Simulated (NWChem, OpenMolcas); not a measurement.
GeCl2 (germanium dichloride): a line through the functionals

GeCl2 has 3 atoms, charge 0, and is taken as a singlet. SMILES: `Cl[Ge]Cl`. The coordinates come from a PBE0-D4/def2-TZVP relaxation.

The HOMO–LUMO gap y, in eV, basis aug-cc-pVDZ; a is the functional's share of exact exchange. Programs: NWChem 7.3.0, OpenMolcas 26.06.

```
functional     program     a  y (eV)
       PBE  OpenMolcas     0    3.22
      TPSS  OpenMolcas     0    3.33
     B3LYP      NWChem   0.2       ?
      PBE0  OpenMolcas  0.25    5.04
     BHLYP  OpenMolcas   0.5    6.83
```

**Question.** Fit y = c + s·a to the known rows and predict B3LYP.

**Answer.** 
1. Means of the 4 rows: a = 0.1875, y = 4.605.
2. Σ(Δa)² = 0.17188, Σ(Δa·Δy) = 1.2212, so the slope is 1.2212/0.17188 = 7.105.
3. Intercept: 4.605 − (7.105) × 0.1875 = 3.273. The largest residual of the fit is 0.057.
4. B3LYP: 3.273 + (7.105) × 0.2 = 4.69 eV.

The run gave 4.65 eV, so the prediction is off by +0.04 eV, within the largest residual. Exact exchange lowers occupied levels and raises empty ones. The rows mix families of semi-local functionals, which the line can't see.
